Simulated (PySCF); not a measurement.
## [Tl(NH2)2]+ relaxed at several levels

Computed with PySCF 2.14.0, def2-SVP on the ligands, density fitting, scalar-relativistic core potentials, no spin-orbit coupling, vacuum. Each row is relaxed at its own level from the same template. Distances are means of the shortest metal–ligand contacts, charges and spins Mulliken's; removal energies are rigid, with the ligand's formal charge and no counterpoise, so too large; for an anion taken off a cation in vacuum most of it is the attraction of opposite charges, and multiply charged cations can part far more cheaply with an electron moved from ligand to metal.

```tsv
level	basis on the metal	point group	M–NH2 (Å)	charge on M (e)	HOMO–LUMO gap (eV)	removal of one NH2 (eV)	strongest infrared band, degenerate modes summed (cm⁻¹)	unstable modes (below −25 cm⁻¹)
BP86	def2-SVP with ECP60	C2	2.070	0.71	3.20	19.76	3327	0
```

**Question.** What does the calculation give for PBE0, def2-SVP with ECP60?

**Answer.** point group: C2, M–NH2 (Å): 2.019, charge on M (e): 0.82, HOMO–LUMO gap (eV): 5.82, removal of one NH2 (eV): 19.89, strongest infrared band, degenerate modes summed (cm⁻¹): 3502, unstable modes (below −25 cm⁻¹): 0.
```xyz
7

Tl    0.0000    0.0000   -0.0580
N     2.0041   -0.1309    0.1511
H     2.4535   -0.4638   -0.7063
H     2.4137    0.7707    0.4106
N    -2.0041    0.1309    0.1511
H    -2.4535    0.4638   -0.7063
H    -2.4137   -0.7707    0.4106
```

Moved off a saddle point of the template and relaxed again: BP86, PBE0. One start shape was tried for each, so a minimum needn't be the lowest isomer.
